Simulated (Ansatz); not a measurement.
Program: Ansatz. Geometries: PBE0-D4/def2-TZVP. ΔE: electronic, gas phase. CBS: MP2 limit from def2 TZ/QZ plus the TZ coupled-cluster correction, frozen cores. This one scheme is used for every species. Functionals use def2-TZVPP. Each species was taken in one conformer, which may not be the lowest.

Reaction (ligand exchange at the Al–O bond): `C[Si](F)(F)[O][AlH2]` + `N[SiH3]` → `[AlH2][NH][SiH3]` + `C[Si](O)(F)F`

Is it downhill or uphill in electronic energy at CCSD(T)/CBS, and by how much? (Best estimate.)

Computed: Uphill: ΔE = +56.1 kJ/mol.

What do these levels give: r2SCAN-D4, r2SCAN, PBE0, HF/def2-TZVPP, SCS-MP2/def2-TZVPP, CCSD(T)/def2-TZVPP? (An estimate is asked.)

Computed: r2SCAN-D4 54.8, r2SCAN 54.7, PBE0 52.7, HF/def2-TZVPP 69.6, SCS-MP2/def2-TZVPP 57.6, CCSD(T)/def2-TZVPP 54.9 kJ/mol.

Largest T1 diagnostic among the species: 0.012.

In def2-TZVPP, CCSD(T) changes the Hartree–Fock value by −14.8 kJ/mol (the triples alone add −2.7 kJ/mol) and MP2 by −14.8 kJ/mol. From PBE to PBE0 (25 % exact exchange), in def2-TZVPP and without D4, ΔE moves by +3.6 kJ/mol.
